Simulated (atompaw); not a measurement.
# u(r) = r·R(r): atom against pseudo-atom (thallium (Tl))

Columns: radius, all-electron u(r) and pseudo u(r) of the 6s shell (level -9.55 eV) of thallium in the configuration [Kr] 4d10 4f14 5s2 5p6 5d10 6s2 6p1; PBE, scalar-relativistic, PAW (atompaw) scheme, atompaw 4.2.0.5.

```
r (bohr)  all-electron   pseudo
   0.075        0.0083  -0.0660
   0.150       -0.1424  -0.1285
   0.225        0.0941  -0.1841
   0.300        0.2278  -0.2298
   0.375        0.1588  -0.2630
   0.450       -0.0102  -0.2819
   0.525       -0.1793  -0.2851
   0.600       -0.2970  -0.2723
   0.675       -0.3494  -0.2436
   0.750       -0.3422  -0.2001
   0.825       -0.2889  -0.1435
   0.900       -0.2045  -0.0758
   0.975       -0.1023   0.0003
   1.050        0.0075   0.0821
   1.125        0.1169   0.1664
   1.200        0.2209   0.2505
   1.275        0.3163   0.3318
   1.350        0.4015   0.4080
   1.425        0.4756   0.4771
   1.500        0.5386   0.5381
   1.575        0.5909   0.5900
   1.650        0.6332   0.6325
   1.725        0.6665   0.6661
   1.800        0.6914   0.6913
   1.875        0.7090   0.7090
   1.950        0.7202   0.7202
```

**Question.** How many radial nodes do the two functions have?

**Answer.** The all-electron 6s function has n − l − 1 = 5 (the table is too coarse to show those close to the nucleus); the pseudo-wave has 1, since 1 lower shell of the same l stays in the valence.

**Question.** Is the pseudo-wave norm-conserving?

**Answer.** No, it belongs to a PAW set: the norm inside the radius is not constrained, and the difference is carried by the augmentation charge.
